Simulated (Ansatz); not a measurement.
Ansatz (an electronic-structure program) job for HfF3, SMILES [F][Hf+]([F])[F], charge +1, multiplicity 1, CAM-B3LYP/def2-SVPD. Geometry optimised at PBE0-D3(BJ)/def2-TZVP. The spin state was assumed, not searched. The isomer is the one that the SMILES or the coordinates give; other isomers of the formula were not compared. The def2 effective core potentials stand for the cores of Hf; spin–orbit coupling is left out.

Ansatz 0.2 input:
```yaml
crystal:
  periodic: [false, false, false]
  atoms:
    - {symbol: Hf, position_ang: [-0.00000000, -0.00000000, 0.17403457]}
    - {symbol: F, position_ang: [1.49501866, -0.86314943, -0.46409219]}
    - {symbol: F, position_ang: [-1.49501866, -0.86314941, -0.46409219]}
    - {symbol: F, position_ang: [0.00000001, 1.72629885, -0.46409219]}
basis:
  gaussian:
    orbitals: def2-SVPD
hamiltonian:
  xc: {name: CAM-B3LYP}
total_charge: 1
```

Program output:

```
WARN ansatz: RAYON_NUM_THREADS=1 ignored (pool sized by the plan → 1); use --threads N
Functional definition: CAM-B3LYP
integrals: 0.04 GiB planned
893 factors; their error is unknown
integrals: 0.07 GiB planned
294 factors; integrals over basis functions are off by at most 2.3e-5 eV
mean field: 0.40 GiB planned
mean field evaluation 1: about -9426.3312 eV, gradient 1.1e2 eV
mean field evaluation 2: about -9325.0093 eV, gradient 2.8e2 eV
mean field evaluation 4: about -9446.0554 eV, gradient 3.7e0 eV
mean field evaluation 8: about -9446.1686 eV, gradient 2.8e-2 eV
mean field evaluation 16: about -9446.1686 eV, gradient 2.0e-5 eV
mean field -9446.16863492 eV, -347.1402944902 hartree, gradient 2.0e-5 eV, S^2 0.000000; 0 other end points of the search recorded, 0 dependent functions left out
reference -9446.16877503 eV, -347.1402996393 hartree; 19, 19 occupied and 85, 85 virtual orbitals, 893 factors
Total energy: -9446.16877503 eV, -347.1402996393 hartree
```

Self-consistency was reached.
